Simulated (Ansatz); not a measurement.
Cost and result for the atomization energy of C$_{2}$Cl$_{2}$N$_{2}$Sn, SMILES `N#[C][Sn]([Cl])([Cl])[C]#N` (7 atoms, 6 bonds).

Charge 0, multiplicity 1. Correlated methods include outer-core shells of Sn, which these sets cover unevenly. Sn takes the def2 core potential. Geometry: relaxed with PBE0-D4/def2-TZVP. Program: Ansatz. All runs use 4 threads of an Arm Neoverse V2 on a shared host. Times are those of one run each, without the atoms' runs, and a repeat can differ threefold. Electronic energies, without spin–orbit coupling; frozen cores. CCSD(T)/CBS adds CCSD(T) − MP2 in def2-TZVPP to the MP2 limit, and its time is that of the two runs behind it. T1 = 0.013. With those shells the extrapolation isn't a true limit. HSE06 is the plane-wave form, built on full-range PBE exchange.

CCSD(T)/CBS is a level of theory with its own doubt, some kJ/mol a heavy atom from the limit and from the frozen cores, so smaller differences don't rank the functionals.

```
                           level  functions  wall time
            revPBE-D4/def2-TZVPP        258        3 s
              PBE0-D4/def2-TZVPP        258      5.5 s
             HSE06-D4/def2-TZVPP        258        6 s
             BHLYP-D4/def2-TZVPP        258        6 s
              RPA@PBE/def2-TZVPP        258      8.5 s
           r2SCANh-D4/def2-TZVPP        258        9 s
             PBE-QIDH/def2-TZVPP        258      9.5 s
              ωB97X-V/def2-TZVPP        258       12 s
                CCSD(T)/def2-SVP        118       14 s
ωB97M-V/def2-TZVPP (with forces)        258       18 s
                  MP2/def2-QZVPP        450       28 s
              CCSD(T)/def2-TZVPP        258    7.2 min
               CCSD(T)/CBS(def2)          –    7.7 min
```

What atomization energy does each give, and how far from CCSD(T)/CBS? (Estimate.)

The calculation gave: 
| level | atomization (kcal/mol) | difference from CCSD(T)/CBS | per bond |
| --- | --- | --- | --- |
| revPBE-D4/def2-TZVPP | 695.9 | 5.1 | 0.9 |
| PBE0-D4/def2-TZVPP | 689.9 | -0.9 | -0.1 |
| HSE06-D4/def2-TZVPP | 690.5 | -0.3 | 0.0 |
| BHLYP-D4/def2-TZVPP | 640.4 | -50.4 | -8.4 |
| RPA@PBE/def2-TZVPP | 623.3 | -67.5 | -11.2 |
| r2SCANh-D4/def2-TZVPP | 671.7 | -19.1 | -3.2 |
| PBE-QIDH/def2-TZVPP | 681.2 | -9.6 | -1.6 |
| ωB97X-V/def2-TZVPP | 692.3 | 1.5 | 0.3 |
| CCSD(T)/def2-SVP | 633.4 | -57.4 | -9.6 |
| ωB97M-V/def2-TZVPP (with forces) | 691.2 | 0.4 | 0.1 |
| MP2/def2-QZVPP | 716.4 | 25.6 | 4.3 |
| CCSD(T)/def2-TZVPP | 662.3 | -28.5 | -4.8 |
| CCSD(T)/CBS(def2) | 690.8 | 0.0 | 0.0 |

Leaving LDA and LC-ωPBE aside and taking each functional with its dispersion term where it has one, the values, not all of them listed here, spread over 83.3 kcal/mol, from BHLYP-D4 to PBE-D4. LDA lies +94.5 kcal/mol from PBE without D4, its usual overbinding. From r2SCAN to r2SCAN0 (25 % exact exchange), in def2-TZVPP and without D4, the atomization energy moves by −28.5 kcal/mol: exact exchange takes away binding that semilocal exchange gives to molecules. At CCSD(T), def2-SVP lies −57.3 kcal/mol from the extrapolated value and def2-TZVPP −28.5 kcal/mol: correlation converges slowly with the basis, and small sets miss more of it in the bonded molecule than in its fragments.

Spin–orbit coupling would lower the free Sn atoms strongly, and the atomization energy with them, by more than many differences here. For some Ge, Se and Sn compounds the MP2-based and the directly extrapolated limit differ by 10 to 25 kJ/mol.
